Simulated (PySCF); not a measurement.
## Polarisability and C₆ of Bi (bismuth, neutral)

[Xe] 4f14 5d10 6s2 6p3, high-spin 4S determinant. All numbers are calculated (PySCF 2.14, scalar relativity through the core potential, in def2-QZVPPD with the def2 core potential (60 electrons)). Coupled (time-dependent) response in atomic units; α is the mean over directions.

```tsv
method	mean α (bohr³)	C₆ (like pair)	S(−4)
LC-wPBE	49.22	591.0	664.7
```

S(−4) is the Cauchy moment in α(ω) = α(0) + S(−4) ω² + …

Reference α: 48 ± 4 bohr³ (recommended; Schwerdtfeger and Nagle, table of static dipole polarizabilities (2023 update)). Published C₆: 513.0 (Gould and Bucko (2016)).

α(iu) at LC-wPBE:

```tsv
u (hartree)	α(iu) (bohr³)
0	49.22
0.0500	47.63
0.100	43.60
0.200	33.54
0.300	25.25
0.500	15.35
0.750	9.585
1.00	6.745
1.50	4.071
2.00	2.811
3.00	1.606
5.00	0.7258
```

A single London oscillator, α(iu) = α/(1 + u²/ω²), gives C₆ = (3/4) ω α². Matching the computed C₆ needs ω = 4 × 591.0 / (3 × 49.22²) = 0.325 hartree.

Energies and moments cover only the electrons outside the core potential. Spin-orbit coupling, which splits the p, d and f shells strongly at this Z, is absent. Spin-orbit coupling is strong in this species (close to jj coupling), so the high-spin LS determinant is a model state, not a physical level.
